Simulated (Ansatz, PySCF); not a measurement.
Mn(OH) (HMnO), SMILES [OH][Mn] (connectivity only; charge and spin as stated), neutral, multiplicity 7. Atoms are numbered in the order given.

```xyz
3

Mn     0.0000     0.0000    -0.5750
O      0.0000     0.0000     1.2515
H      0.0000     0.0000     2.2064
```
Charge 0, spin multiplicity 7.

The structure is a stationary point at B3LYP-D3(BJ)/def2-TZVP. The multiplicity is an assumed one; other spin states were not compared.

Two levels are set side by side: PBE-D3(BJ)/def2-TZVP (Ansatz, a program for electronic structure) and B3LYP-D3(BJ)/def2-TZVP (PySCF). Each level has its own optimised geometry; the coordinates shown are those of the second. Differences are taken from unrounded values.

```json
[
 {"quantity": "mean bond length (Å)", "B3LYP-D3(BJ)": "1.391"},
 {"quantity": "bond Mn1–O2 (Å)", "B3LYP-D3(BJ)": "1.827"},
 {"quantity": "bond O2–H3 (Å)", "B3LYP-D3(BJ)": "0.955"}
]
```

Q: What does PBE-D3(BJ) give, and how far is it from B3LYP-D3(BJ)? (An estimate is asked for; the answer gives what the named calculation found.)

A: 
```tsv
quantity	PBE-D3(BJ)	PBE-D3(BJ) minus B3LYP-D3(BJ)
mean bond length (Å)	1.390	0.000
bond Mn1–O2 (Å)	1.816	-0.011
bond O2–H3 (Å)	0.965	0.010
```

Here PBE gives about what the other level gives.
